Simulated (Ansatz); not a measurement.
One change: `[SiH2]1[SiH2][SiH2]1` becomes `O[SiH]1[SiH2][SiH2]1`.

Ansatz, PBE0-D4/def2-TZVP geometries, multiplicity 1. Each molecule was computed in one conformer, which needn't be the lowest.

```csv
property,`[SiH2]1[SiH2][SiH2]1`
LUMO energy (ωB97M-V/def2-TZVPP) / eV,0.74
LUMO energy (B3LYP/def2-TZVPP) / eV,-1.24
HOMO–LUMO gap (B3LYP/def2-TZVPP) / eV,5.49
HOMO–LUMO gap (ωB97M-V/def2-TZVPP) / eV,9.61
"ideal-gas entropy at 298 K and 1 bar (rigid rotor, harmonic PBE0-D4/def2-TZVP) / J/(mol·K)",308
HOMO energy (PBE0/def2-TZVPP) / eV,-6.94
```

Question: Give the same properties after the change, and the shifts. (Estimate.)

Answer: Computed: 
| property | `O[SiH]1[SiH2][SiH2]1` | shift |
| --- | --- | --- |
| LUMO energy (ωB97M-V/def2-TZVPP) / eV | 0.54 | -0.20 |
| LUMO energy (B3LYP/def2-TZVPP) / eV | -1.43 | -0.19 |
| HOMO–LUMO gap (B3LYP/def2-TZVPP) / eV | 5.14 | -0.35 |
| HOMO–LUMO gap (ωB97M-V/def2-TZVPP) / eV | 9.23 | -0.38 |
| ideal-gas entropy at 298 K and 1 bar (rigid rotor, harmonic PBE0-D4/def2-TZVP) / J/(mol·K) | 357 | 49 |
| HOMO energy (PBE0/def2-TZVPP) / eV | -6.77 | 0.17 |

With PBE0 the HOMO rises by 0.17 eV and the LUMO falls by 0.16 eV, so the gap narrows by about 0.33 eV. PBE moves the HOMO by 0.21 eV and ωB97M-V by 0.17 eV. The zero-point energy changes by 16.8 kJ/mol with +3 modes.

B3LYP here is the variant with VWN-RPA as its local correlation; programs differ in this.
